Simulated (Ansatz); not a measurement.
`B/N=C\Cl` + `CC(N)O` → `BNC(C)O` + `N=CCl`  (ligand exchange at a B–N bond)

Program: Ansatz. Geometries: PBE0-D4/def2-TZVP. ΔE: electronic, gas phase. CCSD(T)/CBS is the MP2 limit (def2-TZVPP, def2-QZVPP) plus CCSD(T) − MP2 in def2-TZVPP, frozen cores. This one scheme is used for every species. DFT in def2-TZVPP. Each species was taken in one conformer, which may not be the lowest.

Task: Is it downhill or uphill in electronic energy at CCSD(T)/CBS, and by how much? (Estimate.)

Result: The calculation gave: Downhill: ΔE = -36.5 kJ/mol.

Task: What do these levels give: PBE-D4, PBE0-D4, B2PLYP, SCS-MP2/def2-TZVPP, SCS-MP2/def2-QZVPP, CCSD/CBS(def2)? (Best estimate.)

Result: The calculation gave: PBE-D4 -20.7, PBE0-D4 -27.2, B2PLYP -29.1, SCS-MP2/def2-TZVPP -38.0, SCS-MP2/def2-QZVPP -37.1, CCSD/CBS(def2) -37.2 kJ/mol.

Largest T1 diagnostic among the species: 0.014.

From PBE to PBE0 (25 % exact exchange), in def2-TZVPP and without D4, ΔE moves by −6.6 kJ/mol.
